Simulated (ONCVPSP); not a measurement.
**In, ONCV: configuration errors across variants**

```json
{"Element": "In (Z = 49)", "Generator": "ONCVPSP 4.0.1", "Type": "optimised norm-conserving Vanderbilt (ONCV)", "Functional": "LDA (Perdew-Zunger)", "Relativity": "fully relativistic", "Frozen core": "[Kr] 4d10", "Valence charge": "3", "Reference configuration": "5s2 5p0.75 (charge +0.25)", "Partial waves": "5s: rc 1.85 bohr, ncon 4, nbas 9, qcut 3 1/bohr, 2 projectors, debl 3.3 Ha; 5p: rc 2.40 bohr, ncon 5, nbas 8, qcut 2.9 1/bohr, 2 projectors, debl 2.8 Ha; d scattering state at 0.07 Ha: rc 2.60 bohr, ncon 4, nbas 7, qcut 4.1 1/bohr, 2 projectors, debl 1.6 Ha", "Local potential": "polynomial inside 1.20 bohr (lpopt 1, dvloc0 -1 Ha)", "Core correction": "Teter function, fcfact 4.5, rcfact 1.6"}
```

Open shells are filled in proportion to 2j + 1.

All-electron excitation energies from the reference (eV): (1) 5s2 5p1 -0.847; (2) 5s2 5p0 4.758; (3) 5s1 5p0 24.419; (4) 5s1 5p2 5.077.

1 further variants failed, have other tests or too few solved ones, and are left out.

A true bound ghost makes a file unfit for plane-wave use even where its test errors are small: the radial tests pick states by their node count and pass the ghost by.

Errors AE − PS in meV (a dash: test not solved or not reliable):

```
    change   (1)  (2)   (3)  (4)   bound ghosts  GHOST(+) flags above zero
      base  -2.5  -45  -359  -16  s, d5/2, d3/2                 p3/2, p1/2
p: rc 2.04  -2.5  -46  -362  -14  s, d5/2, d3/2                 p3/2, p1/2
p: rc 2.36  -2.5  -45  -359  -16  s, d5/2, d3/2                 p3/2, p1/2
p: rc 2.54  -2.5  -45  -359  -16  s, d5/2, d3/2                 p3/2, p1/2
p: rc 2.94  -2.5  -46  -362  -14  s, d5/2, d3/2                 p3/2, p1/2
p: rc 3.12  -2.6  -46  -365  -13  s, d5/2, d3/2                 p3/2, p1/2
```

(1) Give the same row for: p: rc 3.48.

Results:

(1) -2.6, -47, -370, -9.5; bound ghosts: s, d5/2, d3/2; GHOST(+) flags above zero: p3/2, p1/2.
